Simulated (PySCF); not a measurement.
(OMe)3Sn-S-SiH3, C3H12O3SSiSn.
Cartesian coordinates in Å at the PBE0-D3(BJ)/def2-SVP level; atoms count from 1:
```
atom  x, y, z in Å
Sn1   -0.099    0.245   -0.221
O2    -1.334    1.649    0.388
C3    -1.580    2.796   -0.386
O4     0.185   -0.933    1.333
C5     0.145   -0.475    2.661
O6     1.486    1.243   -0.838
C7     2.535    0.609   -1.523
S8    -0.839   -1.313   -1.871
Si9   -1.096   -3.046   -0.588
H10   -2.205    2.578   -1.273
H11   -0.653    3.288   -0.731
H12   -2.132    3.516    0.240
H13    1.066    0.068    2.941
H14    0.059   -1.353    3.322
H15   -0.716    0.187    2.861
H16    3.188    0.030   -0.844
H17    2.184   -0.075   -2.318
H18    3.154    1.386   -2.001
H19   -1.663   -4.054   -1.532
H20    0.200   -3.542   -0.053
H21   -2.071   -2.788    0.506
```

Method: PBE0-D3(BJ)/def2-SVP geometry optimisation, gas phase, def2 core potentials past Kr (PySCF 2.14.0).

(1) Which atoms are bound to Sn1, and at what distances?

(2) List the angles at Sn1.

(3) What is the shape at Sn1?

(4) What are the other bond lengths?

(5) Give some angles away from the centre.

(6) What are the rotational constants (commonest isotopes, rigid rotor)?

## Answers

(1) 4 atoms: O2 1.966 Å, O4 1.971 Å, O6 1.973 Å, S8 2.388 Å. The nearest atom not counted as bound is C3, at 2.95 Å (others tie with it).

(2) 
| angle | degrees | distance of the outer atoms (Å) |
| --- | --- | --- |
| O2–Sn1–S8 | 119.0 | 3.76 |
| O4–Sn1–O6 | 115.7 | 3.34 |
| O6–Sn1–S8 | 111.3 | 3.61 |
| O2–Sn1–O4 | 105.9 | 3.14 |
| O2–Sn1–O6 | 103.9 | 3.10 |
| O4–Sn1–S8 | 101.5 | 3.39 |

(3) Distorted tetrahedral: angles from 101.5° to 119.0°; τ4 = (360° − α − β)/141° = 0.89 with α and β the two widest (0 for a square, 1 for a tetrahedron).

(4) O2–C3, O4–C5, O6–C7 1.405 Å; S8–Si9 2.171 Å. (A selection.)

(5) Sn1–O2–C3 121.5°, Sn1–O4–C5 123.1°, Sn1–S8–Si9 98.6°.

(6) A = 926.4, B = 605.7, C = 560.5 MHz: an asymmetric top.

Point group: C1 (no symmetry element, even within 0.4 Å). Charge 0, singlet. PBE0-D3(BJ)/def2-SVP frequencies: not computed here.

One conformer stands for the species.
